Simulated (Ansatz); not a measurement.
The cluster Zn2Cu. Charge 0, multiplicity 2. Geometry PBE-D4/def2-TZVP; atoms count from 1.

```xyz
3

Cu    2.480   -0.097    0.241
Zn   -2.599    0.099   -0.247
Zn    0.119   -0.002    0.006
```

Another isomer (doublet) lies 0.28 eV lower at PBE0-D4/def2-TZVP; other spin states weren't run for this one.

**Question.** Estimate the Mulliken populations from the PBE0/def2-TZVP orbitals of Ansatz.

**Answer.** 
```csv
atom,charge (e),spin (α − β),d electrons
Cu1,-0.10,0.56,9.93
Zn2,0.00,0.33,10.00
Zn3,0.10,0.11,10.00
```
Mulliken values depend strongly on the basis.

**Question.** Where does the spin sit?

**Answer.** Summed by element: Cu 0.56, Zn 0.44, of 1 unpaired in all. Largest on single atoms: Cu1 0.56, Zn2 0.33, Zn3 0.11.

**Question.** And the Mayer bond orders between heavy atoms (over 0.3)?

**Answer.** Cu1–Zn3 0.70 (2.37 Å); Zn2–Zn3 0.53 (2.73 Å).
